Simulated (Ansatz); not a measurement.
Species: NaO (charge 0, doublet). SMILES: [O][Na]
Coordinates optimised at B3LYP-D3(BJ)/def2-TZVP (Ansatz, a program for electronic structure):
```xyz
2

Na     0.0000     0.0000    -0.8640
O      0.0000     0.0000     1.1879
```
Charge 0, spin multiplicity 2.

Property: atomisation energy (electronic, to ground-state atoms), in kcal/mol. Valence correlation only, unless marked. Open shells are spin-unrestricted. Spin-orbit coupling is left out. Non-relativistic. FCI takes restricted orbitals. The coupled-cluster limit lacks core correlation, which all-electron functionals hold. Basis-set limits of correlation are two-point, X^-3; Hartree-Fock from the larger set.

```tsv
level	program	atomisation energy (kcal/mol)
PBE-D3(BJ)/def2-TZVPD	Ansatz + dftd3	67.7
r2SCAN/def2-TZVPD	Ansatz	(withheld)
B3LYP-D3(BJ)/def2-TZVPD	Ansatz + dftd3	64.3
PBE0/STO-3G	Ansatz	111.9
PBE0-D4/def2-TZVP	Ansatz + dftd4	58.8
HSE06/def2-TZVPD	Ansatz	(withheld)
wB97M-V/def2-TZVPD	Ansatz	65.3
B2GP-PLYP-D3(BJ)/def2-TZVPD	Ansatz + dftd3	61.8
RPA@PBE/def2-QZVPP	Ansatz	(withheld)
FCI/6-31G	Ansatz	(withheld)
CCSD(T)/CBS(def2-TZVPPD,def2-QZVPPD)	Ansatz	63.8
```

Question: What belongs in the gaps?

Answer: 
- r2SCAN/def2-TZVPD, atomisation energy (kcal/mol): 65.0
- HSE06/def2-TZVPD, atomisation energy (kcal/mol): 60.1
- RPA@PBE/def2-QZVPP, atomisation energy (kcal/mol): 56.1
- FCI/6-31G, atomisation energy (kcal/mol): 40.1
